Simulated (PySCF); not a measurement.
AuCl, charge -1, doublet, at the geometry of the source list (the multiplicity is a formal guess) (core potentials on Au) (in this run its highest filled SCF level lies above zero, so its values depend strongly on the basis, on diffuse functions most of all); DF-REVPBE/def2-SVP (PySCF).

Input for PySCF:
```python
from pyscf import gto, scf, dft

mol = gto.Mole()
mol.atom = '''
    Au   -0.684900   -0.604800   -0.643200
    Cl    0.684900    0.604800    0.643200
'''
mol.basis = 'def2-svp'
mol.ecp = {'Au': 'def2-svp'}
mol.charge = -1
mol.spin = 1
mol.verbose = 4
mol.build()

mf = dft.UKS(mol)
mf.xc = 'revpbe'
mf = mf.density_fit(auxbasis='def2-universal-jkfit')
mf.kernel()
```

Output, abridged:

```
PySCF version 2.14.0

[INPUT] verbose = 4
[INPUT] num. atoms = 2
[INPUT] num. electrons = 37
[INPUT] charge = -1
[INPUT] spin (= nelec alpha-beta = 2S) = 1
[INPUT] symmetry False subgroup None
[INPUT] Mole.unit = angstrom
[INPUT] Symbol           X                Y                Z      unit          X                Y                Z       unit  Magmom
[INPUT]  1 Au    -0.684900000000  -0.604800000000  -0.643200000000 AA   -1.294273422715  -1.142906360137  -1.215471843320 Bohr   0.0
[INPUT]  2 Cl     0.684900000000   0.604800000000   0.643200000000 AA    1.294273422715   1.142906360137   1.215471843320 Bohr   0.0

nuclear repulsion = 76.4831812847346
number of shells = 20
number of NR pGTOs = 93
number of NR cGTOs = 50
basis = def2-svp
ecp = {'Au': 'def2-svp'}

******** <class 'pyscf.df.df_jk.DFUKS'> ********
method = DFUKS
initial guess = minao
damping factor = 0
level_shift factor = 0
DIIS = <class 'pyscf.scf.diis.CDIIS'>
diis_start_cycle = 1
diis_space = 8
diis_damp = 0
SCF conv_tol = 1e-09
SCF conv_tol_grad = None
SCF max_cycles = 50
direct_scf = False
number electrons alpha = 19  beta = 18
XC library pyscf.dft.libxc version 7.1.2
    S. Lehtola, C. Steigemann, M. J. T. Oliveira, and M. A. L. Marques,  SoftwareX 7, 1–5 (2018)
XC functionals = revpbe
    Y. Zhang and W. Yang,  Phys. Rev. Lett. 80, 890 (1998)
    J. P. Perdew, K. Burke, and M. Ernzerhof,  Phys. Rev. Lett. 77, 3865 (1996)
    J. P. Perdew, K. Burke, and M. Ernzerhof,  Phys. Rev. Lett. 78, 1396 (1997)
radial grids:
    Treutler-Ahlrichs [JCP 102, 346 (1995); DOI:10.1063/1.469408] (M4) radial grids

becke partition: Becke, JCP 88, 2547 (1988); DOI:10.1063/1.454033
pruning grids: <function nwchem_prune>
grids dens level: 3
symmetrized grids: False
atomic radii adjust function: <function treutler_atomic_radii_adjust>
small_rho_cutoff = 0
Set gradient conv threshold to 3.16228e-05
tot grids = 43192
init E= -584.248031896267

cycle= 1 E= -594.692539355813  delta_E= -10.4  |g|= 1.36  |ddm|= 6.93

cycle= 2 E= -582.65162802461  delta_E=   12  |g|= 3.86  |ddm|= 8.41
cycle= 3 E= -595.810554696724  delta_E= -13.2  |g|= 0.256  |ddm|= 7.41
cycle= 4 E= -595.843721294743  delta_E= -0.0332  |g|= 0.141  |ddm|= 0.869
cycle= 5 E= -595.853295801426  delta_E= -0.00957  |g|= 0.037  |ddm|= 0.17
cycle= 6 E= -595.854002928517  delta_E= -0.000707  |g|= 0.0118  |ddm|= 0.0543
cycle= 7 E= -595.854068816905  delta_E= -6.59e-05  |g|= 0.00531  |ddm|= 0.0225
cycle= 8 E= -595.854083573173  delta_E= -1.48e-05  |g|= 0.00187  |ddm|= 0.00873
cycle= 9 E= -595.85408515802  delta_E= -1.58e-06  |g|= 8.55e-05  |ddm|= 0.00228
cycle= 10 E= -595.854085164157  delta_E= -6.14e-09  |g|= 4.04e-05  |ddm|= 0.000297
cycle= 11 E= -595.854085165244  delta_E= -1.09e-09  |g|= 2.27e-06  |ddm|= 7.75e-05
cycle= 12 E= -595.854085165249  delta_E= -5e-12  |g|= 5.04e-07  |ddm|= 6.39e-06
Extra cycle  E= -595.85408516525  delta_E= -7.96e-13  |g|= 9.33e-07  |ddm|= 2.3e-06
converged SCF energy = -595.85408516525  <S^2> = 0.75212908  2S+1 = 2.0021279
```
